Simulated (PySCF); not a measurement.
SMILES O[Si](F)(F)I (B3LYP/def2-SVP optimised geometry):

```
6

O     -0.970    -1.917    -1.307
Si    -0.386    -1.132     0.000
F      1.224    -1.132     0.000
F     -0.809    -1.882     1.361
I     -1.224     1.132     0.000
H     -0.714    -2.838    -1.447
```

Level of theory: B3LYP/def2-TZVP, def2 effective core potentials past Kr run with PySCF.

Q: What are the frontier orbital energies and the dipole moment?

A: HOMO-2 -10.21 eV, HOMO-1 -8.02 eV, HOMO -8.02 eV, LUMO -1.06 eV, LUMO+1 0.31 eV; dipole moment 1.31 D.

On the same geometry PySCF with PBE/def2-TZVP, def2 effective core potentials past Kr gives HOMO-2 -8.70 eV, HOMO-1 -7.10 eV, HOMO -7.09 eV, LUMO -1.69 eV, LUMO+1 -0.24 eV; dipole moment 1.30 D.
